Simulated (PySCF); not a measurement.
Harmonic spectrum computed at PBE0 in the def2-TZVP basis family (core potentials from Rb on, PySCF, no spin–orbit coupling):

| ω (cm⁻¹) | IR (km/mol, summed over degenerate members) | degeneracy |
| --- | --- | --- |
| 908 | 380 | 3 |
| 969 | 0.0 | 2 |
| 2235 | 0.0 | 1 |
| 2245 | 310 | 3 |

Which molecule gave it? In each, all ligands are bound to the one heavy central atom.
A. AsH₄ (doublet)
B. SiH₄ (singlet)
C. GeH₄ (singlet)
D. RuH₄ (singlet)

B. It has Td symmetry with Si–H 1.485 Å (×4).
